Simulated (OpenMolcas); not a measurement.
An atom or ion with 44 electrons was computed by SS-CASPT2, IPEA 0.25 Eh, imaginary shift 0.1 Eh with spin-orbit coupling (OpenMolcas, ANO-RCC-VTZP, DKH2). The lowest levels that the run gave, each within 12 % of the measured value where one is at hand:

| J | Parity | E (cm⁻¹) | g |
| --- | --- | --- | --- |
| 4 | even | 0.0 | 1.249 |
| 3 | even | 3320 | 1.084 |
| 2 | even | 4720 | 0.723 |
| 2 | even | 10090 | 1.234 |
| 1 | even | 13540 | 1.501 |
| 0 | even | 13790 |  |
| 2 | even | 14420 | 1.210 |
| 4 | even | 18230 | 1.002 |
| 0 | even | 41830 |  |
| 5 | even | 54900 | 1.397 |
| 4 | even | 56950 | 1.346 |
| 3 | even | 58540 | 1.248 |

Which ion is it, and what are the configurations and terms?

Pd III (Z = 46, charge +2; active space 8 electrons in 6 orbitals (4d 5s)). J, parity and g give the terms where levels are pure, and mixed ones are named by the computed weights; the size of the splittings, set against known spectra of the 44-electron sequence, gives the charge. In order, with the measured energies in cm⁻¹ (Moore, Atomic Energy Levels, vol. III, NSRDS-NBS 35 (1971 reprint of NBS Circular 467, 1958)): 4d⁸ ³F₄, 4d⁸ ³F₃ (3230), 4d⁸ ³F₂ (4687), 4d⁸ ³P₂ [54 %], 4d⁸ ³P₁ (13470), 4d⁸ ³P₀ (13699), 4d⁸ ¹D₂ [51 %], 4d⁸ ¹G₄ (17880), 4d⁸ ¹S₀, 4d⁷ 5s ⁵F₅ (52916), 4d⁷ 5s ⁵F₄ (55089), 4d⁷ 5s ⁵F₃ (56742).

CASPT2 breaks the degeneracy within a term, and the mean is taken; among the terms shown or strongly mixed into the levels shown the widest spread is 900 cm-1 (4d⁸ ¹G). Terms from blocks run as CI alone lack orbitals of their own. A single d shell beside an s shell can misplace configurations of different d count against each other. Computed and measured levels are paired by configuration, term and J; levels that our copy of the source lacks, or whose pairing is in doubt (as where it misses far off the trend of its configuration), stay unpaired and out of the deviations. Only configurations of the active space appear.

A share in square brackets marks a mixed level and gives the weight of the term that names it.
